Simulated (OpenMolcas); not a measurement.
## Cr2+: moving or changing the point charges

Cr2+ among 2 point charges of -2 e arranged as a linear pair (D∞h), 2.08 Å from the ion.
```
   0.0000    0.0000    2.0800  -2.00
   0.0000    0.0000   -2.0800  -2.00
```

```json
{
  "Program": "OpenMolcas",
  "Method": "SS-CASPT2, IPEA 0.25 Eh, imaginary shift 0.1 Eh (closed shells correlated: 3s 3p)",
  "Basis": "ANO-RCC-VDZP [5s4p2d1f]",
  "Scalar Hamiltonian": "DKH2, point nucleus",
  "Active space": "4 electrons in 5 orbitals (3d)",
  "State averaging": "2S+1 = 5 even, 5 roots; 2S+1 = 3 even, 45 roots; 2S+1 = 1 even, 50 roots",
  "Spin-orbit coupling": "RASSI with atomic mean-field integrals over the reference wave functions"
}
```

Runs around this geometry, states (labels by Λ). Energies in cm-1 above the lowest state or level, χT in cm3 K/mol.

```json
{"R (Å)": "2.08", "q (e)": "-1.6", "Ground state": "5Σ", "First state of that spin": "5Π 2310", "First gap with spin-orbit (degeneracies)": "7 (1, 2)", "χT at 300 K": "2.808", "First state of another spin": "3Φ 17650"}
{"R (Å)": "1.93", "q (e)": "-2", "Ground state": "5Σ", "First state of that spin": "5Π 540", "First gap with spin-orbit (degeneracies)": "18 (1, 2)", "χT at 300 K": "2.432", "First state of another spin": "3Δ 13710"}
{"R (Å)": "2.08", "q (e)": "-2", "Ground state": "5Σ", "First state of that spin": "5Π 1480", "First gap with spin-orbit (degeneracies)": "9 (1, 2)", "χT at 300 K": "2.712", "First state of another spin": "3Δ 15870"}
{"R (Å)": "2.3", "q (e)": "-2", "Ground state": "5Σ", "First state of that spin": "5Π 1870", "First gap with spin-orbit (degeneracies)": "8 (1, 2)", "χT at 300 K": "2.760", "First state of another spin": "3Φ 17610"}
```

Scaling the charges by -1.6 / -2 = 0.80 scales the first state of the same spin by 2310 / 1480 = 1.56; with fixed orbitals a first-order splitting would follow the charge.

Roots that are degenerate in the reference are averaged as groups; the widest CASPT2 spread within a group is 120 cm-1 (the 2-fold group of multiplicity 1 near 30700 cm-1 above the lowest state of its run, R = 2.08, q = -1.6). Shifts and gaps below about the spread of the groups concerned are not significant. Over all roots computed the reference weight is 0.88 to 0.95 in R = 1.93 in q = -2; the roots of lowest weight are the least certain, and an intruder state may touch them. Free-ion shares, where given, are those of the reference states; single-state CASPT2 does not remix them. This is an electrostatic model: the charges have no orbitals. No measured value stands beside these numbers.
